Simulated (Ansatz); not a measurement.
The cluster Cu3H3. Total charge 0; quintet. Geometry PBE-D4/def2-SVP; atoms count from 1.

```xyz
6

Cu   -0.087    1.397    0.828
Cu    0.667    0.438   -1.445
Cu   -0.341   -0.955    0.288
H    -0.974    0.445   -0.537
H     0.840   -1.186   -0.815
H    -0.105   -0.139    1.681
```

At PBE0-D4/def2-TZVP a singlet of charge 0 lies 5.72 eV below the quintet, each at its own geometry. The structure comes from a short search, and lower isomers may exist.

(1) Estimate the Mulliken populations from the PBE0/def2-TZVP orbitals of Ansatz.

(2) Where does the spin sit?

(3) And the Mayer bond orders between bonded heavy atoms (over 0.3)?

Answers

(1) 
```json
{"atom": "Cu1", "charge (e)": "-0.04", "spin (α − β)": "1.28", "d electrons": "9.55"}
{"atom": "Cu2", "charge (e)": "-0.06", "spin (α − β)": "1.32", "d electrons": "9.54"}
{"atom": "Cu3", "charge (e)": "0.07", "spin (α − β)": "0.46", "d electrons": "9.75"}
{"atom": "H4", "charge (e)": "0.02", "spin (α − β)": "0.34", "d electrons": "–"}
{"atom": "H5", "charge (e)": "0.00", "spin (α − β)": "0.30", "d electrons": "–"}
{"atom": "H6", "charge (e)": "0.00", "spin (α − β)": "0.30", "d electrons": "–"}
```
Mulliken values and Mayer orders depend strongly on the basis.

(2) Summed by element: Cu 3.06, H 0.94, of 4 unpaired in all. Largest on single atoms: Cu2 1.32, Cu1 1.28, Cu3 0.46.

(3) Cu1–Cu2 0.35 (2.58 Å); Cu1–Cu3 0.42 (2.43 Å); Cu2–Cu3 0.41 (2.44 Å).
